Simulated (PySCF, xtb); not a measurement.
C5H4F2O, SMILES C=C=COC=C(F)F.

GFN2-xTB (xtb 6.7.1) at its own geometry gives an orbital gap of 4.06 eV and a dipole moment of 4.00 D.

Coordinates come from a PBE0-D3(BJ)/def2-SVP optimisation. This is a generated structure with no PubChem entry under its InChIKey; it may be hypothetical. The values are those of a single conformer.

### Question
What does PBE/def2-TZVP (PySCF) give? (An estimate is asked for; the answer gives what the named calculation found.)

### Answer
gap 3.76 eV (levels -5.32 and -1.56 eV), dipole 1.61 D.
